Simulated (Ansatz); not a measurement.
Geometry optimisation, Ansatz 0.2.0, RKS PBE0-D4/def2-SVP.

input.yaml

```yaml
crystal:
  periodic: [false, false, false]
  atoms:
    - { symbol: Si, position_ang: [-0.4314, -0.1088, 0.8348] }
    - { symbol: "N", position_ang: [1.0919, 0.0479, -0.6301] }
    - { symbol: "N", position_ang: [-1.2928, 0.1361, -0.5409] }
    - { symbol: H, position_ang: [-0.1174, 0.1961, -1.1948] }
    - { symbol: F, position_ang: [-0.1034, 0.9254, 2.0066] }
    - { symbol: F, position_ang: [-0.1781, -1.4563, 1.6502] }
    - { symbol: H, position_ang: [1.7038, 0.8448, -0.5861] }
    - { symbol: H, position_ang: [1.6134, -0.7843, -0.8507] }
    - { symbol: H, position_ang: [-2.2861, 0.199, -0.689] }
basis:
  gaussian: { orbitals: def2-SVP }
hamiltonian:
  xc: pbe0
  dispersion: d4
relax:
  f_tol: 0.15
  max_steps: 25
  restrain:
    - { distance: [3, 1], at: 2.32, k: 30.0 }
    - { distance: [0, 1], at: 1.82, k: 30.0 }
    - { distance: [3, 2], at: 1.02, k: 30.0 }
```

Command:

```bash
$ ansatz run input.yaml --threads 2 --pin off --max-ram 3072MiB --backend cpu --events-out ev --progress --plain --runs-dir out
```

Q: Where does it end, and by what steps?

A: It converged. The restraints hold the end off the free minimum. After 8 steps the energy has fallen by 2.468 eV (the restraints' own energy left out); H4 moved furthest, 0.78 Å. Joined: N3–H4.

```csv
step,energy less start (eV),largest force component (eV/Å),accepted
0,0.0000,2.853,yes
1,-0.5439,4.319,yes
2,-1.4206,4.053,yes
3,-2.1634,2.290,yes
4,-2.3990,1.146,yes
5,-2.4512,1.257,yes
6,-2.4641,1.114,yes
7,-2.4575,1.286,yes
8,-2.4684,1.146,yes
```

```xyz
9
Properties=species:S:1:pos:R:3
Si -0.133 -0.071 0.602
N 1.271 0.068 -0.470
N -1.358 0.075 -0.529
H -0.868 0.304 -1.391
F -0.084 1.074 1.737
F -0.174 -1.450 1.442
H 1.995 0.716 -0.161
H 1.717 -0.816 -0.710
H -2.366 0.100 -0.520
```

Whether the end is a true minimum wasn't checked by a vibrational analysis.

Run time: 18 s on 2 threads of Intel(R) Xeon(R) Platinum 8375C CPU @ 2.90GHz (Ice Lake) (shared host), peak memory 0.21 GiB.
